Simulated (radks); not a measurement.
Valence configurations of In (all share [Kr]). Calculated with a radial shooting solver on a logarithmic mesh with Libxc functionals: Dirac Kohn-Sham, LDA (Slater exchange, Perdew-Wang correlation), spin-unpolarised, spherical densities, finite nucleus; open shells fill j = l - 1/2 first; Fermi nuclear charge, rms radius 4.6156 fm. Order these by energy: 4d10 5s2 5p1; 4d9.5 5s2 5p1.5; 4d8.5 5s2 5p2.5; 4d10 5p3; 4d9 5s1.5 5p2.5; 4d10 5s1.5 5p1.5; 4d10 5s1 5p2; 4d8 5s2 5p3; 4d9 5s2 5p2.

Answer. From the lowest, in eV above it: 4d10 5s2 5p1 0.000; 4d10 5s1.5 5p1.5 2.799; 4d10 5s1 5p2 5.660; 4d9.5 5s2 5p1.5 8.208; 4d10 5p3 11.949; 4d9 5s2 5p2 17.463; 4d9 5s1.5 5p2.5 20.869; 4d8.5 5s2 5p2.5 28.013; 4d8 5s2 5p3 39.677. NIST lists [Kr] 4d10 5s2 5p1 as the ground configuration; this level of theory agrees among the configurations tried. The energies are those of spherical spin-averaged densities, not of single terms.
